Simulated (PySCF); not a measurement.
## Unknown: peak-picked proton spectrum

Formula C5H4F4O2. The spectrum was simulated from the full spin Hamiltonian at 700 MHz with 0.6 Hz Lorentzian lines, from shifts rounded to 0.01 ppm and J to 0.1 Hz, couplings under 1 Hz left out.

Maxima in Hz from TMS (height), grouped by integral:
1H: 3773.1 (42), 3768.2 (45), 3766.2 (47), 3765.2 (49), 3761.4 (49), 3760.2 (52), 3758.4 (49), 3753.5 (49), 3708.9 (41), 3704.0 (44), 3702.1 (47), 3701.0 (49), 3697.2 (49), 3696.1 (52), 3694.2 (49), 3689.3 (50)
2H: 3585.6 (15), 3584.5 (40), 3583.4 (49), 3582.6 (51), 3581.5 (44), 3580.4 (17), 3577.7 (15), 3576.6 (37), 3575.5 (45), 3574.7 (48), 3573.6 (40), 3572.5 (16), 3567.3 (16), 3566.2 (41), 3565.2 (50), 3564.4 (52), 3563.2 (44), 3562.2 (17), 3559.5 (15), 3558.4 (37), 3557.3 (45), 3556.5 (47), 3555.4 (39), 3554.3 (16), 3551.4 (8), 3550.2 (20), 3549.0 (23), 3548.3 (22), 3547.1 (20), 3546.5 (13), 3545.3 (21), 3544.1 (23), 3543.4 (21), 3542.2 (24), 3540.8 (28), 3539.6 (27), 3538.9 (26), 3537.7 (24), 3535.9 (24), 3534.7 (26), 3534.0 (24), 3532.8 (21), 3531.6 (8), 3524.7 (8), 3523.5 (20), 3522.3 (23), 3521.6 (22), 3520.4 (20), 3518.6 (21), 3517.4 (22), 3516.7 (21), 3515.5 (23), 3514.1 (27), 3512.9 (27), 3512.2 (26), 3511.0 (24), 3510.5 (14), 3509.8 (14), 3509.2 (24), 3508.0 (25), 3507.3 (24), 3506.1 (21), 3504.9 (8)
1H: 3427.6 (99), 3420.8 (96), 3418.2 (86), 3411.4 (82), 3406.2 (100), 3399.4 (96), 3396.8 (86), 3390.0 (81)

- PBE0-D3(BJ)/def2-SVP structure
- σ from GIAO-PBE0/pcSseg-1
- spin–spin couplings from B3LYP/pcJ-1 (spin–dipole term only in couplings to heteroatoms)
- run in PySCF 2.14
- single conformer, fast rotation and ring inversion assumed for equivalent nuclei, no solvent model, non-relativistic Hamiltonian

Scale: 1H against TMS (reference shieldings calculated alike).

**Question.** Analyse the multiplets.

**Answer.** 1H NMR (700 MHz, computed): δ 5.33 (m, 1H), 5.10 (m, 1H), 5.04 (m, 1H), 4.87 (ddd, J = 21.4, 9.4, 6.8 Hz, 1H). These are first-order names from the parameters used; overlap and second-order distortion can hide them in the list.

**Question.** What is the compound?

**Answer.** SMILES O=C([C@@H]1OC[C@@H]1F)C(F)(F)F.

Atom-mapped SMILES (the numbers label the heavy atoms): `[O:1]=[C:2]([C@@H:3]1[O:4][CH2:5][C@@H:6]1[F:7])[C:8]([F:9])([F:10])[F:11]`; H(Xn) means a hydrogen on atom n. Ha(C5) is cis to C2 on the ring; Hb(C5) is trans to C2 on the ring.

δ 5.33: H(C6), hydrogen on an sp3 CH bonded to F, coupled to F7 (64.2 Hz), H(C3) (7.9 Hz), Hb(C5) (6.8 Hz), Ha(C5) (4.9 Hz). δ 5.10: H(C3), hydrogen on an sp3 CH bonded to O, α to a carbonyl, coupled to F7 (18.2 Hz), H(C6) (7.9 Hz), Ha(C5) (1.9 Hz), F9/F10/F11 (1.1 Hz). δ 5.04: Ha(C5), hydrogen on an sp3 CH2 bonded to O, coupled to F7 (26.7 Hz), Hb(C5) (9.4 Hz), H(C6) (4.9 Hz), H(C3) (1.9 Hz). δ 4.87: Hb(C5), hydrogen on an sp3 CH2 bonded to O, coupled to F7 (21.4 Hz), Ha(C5) (9.4 Hz), H(C6) (6.8 Hz).

The shifts were computed for this structure.

Splittings below 1 Hz are ignored in the labels, and close J values are merged. Unscaled 3J(H,H) at this level run about 10 % above measured values. Vicinal couplings across rotatable single bonds and in flexible rings belong to the one computed conformer; a conformer average would change them.
